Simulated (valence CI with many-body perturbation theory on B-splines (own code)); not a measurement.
E1 line list for P⁺

Level of theory: valence CI with perturbative core correlation (CI+MBPT): four valence electrons over a frozen Dirac-Fock core [Ne], a basis of 11 s, 11 p, 9 d, 7 f, 5 g, 2 h, 1 i functions for each j, with the one-electron correlation potential Σ1, the two-electron term Σ2, the three-electron term Σ3, Breit, model QED; selected CI, second order for the rest, scaled by the run's own slope (own B-spline code, finite nucleus).

Against 35 measured levels this calculation errs by 41 cm⁻¹ on average and by 147 at most. These come from a selection out of the NIST Handbook of Basic Atomic Spectroscopic Data. Levels without a partner in it may be off by more. Among the levels kept, up to 520 cm⁻¹ of a level comes from second order outside the variational space, and about a tenth of that is noise between levels of different J, which matters for small intervals.

Lines 1 to 50 of 278 in falling wavelength, among levels below 16.799 eV, chosen from the strongest by gf and those to the six lowest levels. Wavelengths and rates use the calculated energies, so an error of 40 cm⁻¹ moves a line at 48650 Å by 1.9 % and its rate by three times that or more. Electric multipoles are in the length gauge, E1 and E2 with the static RPA response of the core. Weak lines are less certain than strong ones. Lines between different terms over intervals too small for the method are left out, as are lines whose strength nearly cancels. Where a level lies close to another of its J and parity, the split of strength between their lines is uncertain. The highest levels of a list are the least certain.

Names give the largest LS component (configuration and term), which can be under half, so a name can repeat, a term be missing and a line seem to break the LS rules; names also repeat where a configuration has a term twice.

```csv
λ vac (Å),Upper,Lower,A (s⁻¹),S (a.u.) with core polarisation,S without
48650,3s²3p5p ³D_3,3s²3p4d ³D°_3,1.03e+05,4.09e+01,4.09e+01
43320,3s²3p5p ³P_1,3s²3p4d ¹D°_2,3.69e+05,4.45e+01,4.45e+01
42540,3s²3p5p ³P_2,3s²3p4d ³D°_2,2.75e+05,5.22e+01,5.22e+01
42530,3s²3p5p ³P_0,3s²3p4d ³D°_1,9.60e+05,3.64e+01,3.64e+01
41390,3s²3p5p ³P_2,3s²3p4d ³D°_3,6.59e+05,1.15e+02,1.15e+02
37000,3s²3p5p ³P_1,3s²3p4d ³P°_2,4.17e+05,3.12e+01,3.12e+01
36160,3s²3p5p ³S_1,3s²3p4d ³D°_2,6.35e+05,4.44e+01,4.44e+01
35930,3s²3p5p ³S_1,3s²3p4d ³P°_1,6.47e+05,4.44e+01,4.44e+01
32980,3s²3p4f ¹F_3,3s²3p4d ³D°_2,1.73e+05,2.15e+01,2.15e+01
32410,3s²3p4f ³F_2,3s²3p4d ³P°_1,2.78e+05,2.33e+01,2.33e+01
32130,3s²3p4f ³F_3,3s²3p4d ³D°_2,3.27e+05,3.74e+01,3.74e+01
31180,3s²3p4f ³F_4,3s²3p4d ³D°_3,1.25e+06,1.68e+02,1.68e+02
31110,3s²3p4f ¹F_3,3s²3p4d ¹D°_2,2.00e+05,2.08e+01,2.08e+01
30350,3s²3p4f ³F_3,3s²3p4d ¹D°_2,7.37e+05,7.12e+01,7.12e+01
29230,3s²3p4f ³F_2,3s²3p4d ³D°_1,1.23e+06,7.59e+01,7.59e+01
27710,3s²3p4f ¹F_3,3s²3p4d ³P°_2,1.38e+06,1.02e+02,1.02e+02
25790,3s²3p4f ³G_4,3s²3p4d ³D°_3,4.35e+05,3.32e+01,3.32e+01
25400,3s²3p4f ³G_3,3s²3p4d ¹D°_2,4.76e+05,2.69e+01,2.69e+01
23600,3s²3p4f ³D_3,3s²3p4d ³D°_2,1.39e+06,6.30e+01,6.30e+01
23420,3s²3p4f ³D_2,3s²3p4d ³D°_2,7.20e+05,2.28e+01,2.28e+01
23320,3s²3p4f ³D_2,3s²3p4d ³P°_1,1.02e+06,3.18e+01,3.18e+01
23240,3s²3p4f ³D_3,3s²3p4d ³D°_3,8.62e+05,3.74e+01,3.74e+01
22620,3s²3p4f ³D_3,3s²3p4d ¹D°_2,8.16e+05,3.26e+01,3.26e+01
22440,3s²3p5p ³D_2,3s²3p4d ³F°_3,4.39e+06,1.22e+02,1.22e+02
22240,3s²3p4f ³D_1,3s²3p4d ³P°_1,2.37e+06,3.86e+01,3.87e+01
22200,3s²3p4f ¹D_2,3s²3p4d ³D°_2,8.91e+05,2.41e+01,2.41e+01
22120,3s²3p4f ¹D_2,3s²3p4d ³P°_1,6.88e+05,1.84e+01,1.84e+01
22050,3s²3p4f ³D_1,3s²3p4d ³P°_0,2.39e+06,3.79e+01,3.79e+01
22020,3s²3p5p ³D_1,3s²3p4d ³F°_2,4.50e+06,7.10e+01,7.10e+01
21970,3s²3p5p ³D_3,3s²3p4d ³F°_4,4.90e+06,1.79e+02,1.79e+02
21560,3s²3p5p ³D_2,3s²3p4d ³F°_2,5.70e+05,1.41e+01,1.41e+01
21410,3s²3p5p ¹P_1,3s²3p5s ¹P°_1,4.77e+06,6.94e+01,6.94e+01
20770,3s²3p4f ³D_3,3s²3p4d ³P°_2,1.80e+06,5.59e+01,5.59e+01
20590,3s²3p4f ¹D_2,3s²3p4d ³D°_1,1.07e+06,2.30e+01,2.30e+01
19500,3s²3p5p ³D_1,3s²3p5s ¹P°_1,1.50e+06,1.64e+01,1.64e+01
17670,3s²3p5p ¹P_1,3s²3p5s ³P°_1,3.52e+06,2.88e+01,2.88e+01
17530,3s²3p4f ³F_4,3s²3p4d ³F°_4,5.03e+05,1.20e+01,1.20e+01
17500,3s²3p5p ³P_1,3s²3p5s ¹P°_1,1.80e+06,1.43e+01,1.43e+01
16770,3s²3p4f ³F_4,3s²3p4d ³F°_3,2.21e+06,4.63e+01,4.63e+01
16470,3s²3p4f ³F_2,3s²3p4d ³F°_2,1.08e+06,1.19e+01,1.19e+01
16350,3s²3p4f ³F_3,3s²3p4d ³F°_2,3.15e+06,4.76e+01,4.76e+01
16300,3s²3p5p ³D_3,3s²3p5s ³P°_2,1.24e+07,1.85e+02,1.85e+02
16100,3s²3p5p ³D_2,3s²3p5s ³P°_1,1.20e+07,1.23e+02,1.23e+02
16040,3s²3p5p ³D_1,3s²3p5s ³P°_0,9.81e+06,6.00e+01,6.00e+01
15950,3s²3p5p ³P_1,3s²3p5s ³P°_2,3.16e+06,1.90e+01,1.90e+01
15690,3s²3p4f ³G_4,3s²3p4d ³F°_4,1.55e+06,2.67e+01,2.67e+01
15400,3s²3p5p ³P_2,3s²3p5s ³P°_2,1.49e+07,1.34e+02,1.34e+02
15210,3s²3p5p ³P_0,3s²3p5s ³P°_1,1.61e+07,2.80e+01,2.80e+01
15210,3s²3p4f ³G_3,3s²3p4d ³F°_3,1.77e+06,2.15e+01,2.15e+01
15100,3s²3p4f ³G_5,3s²3p4d ³F°_4,1.61e+07,3.01e+02,3.01e+02
```
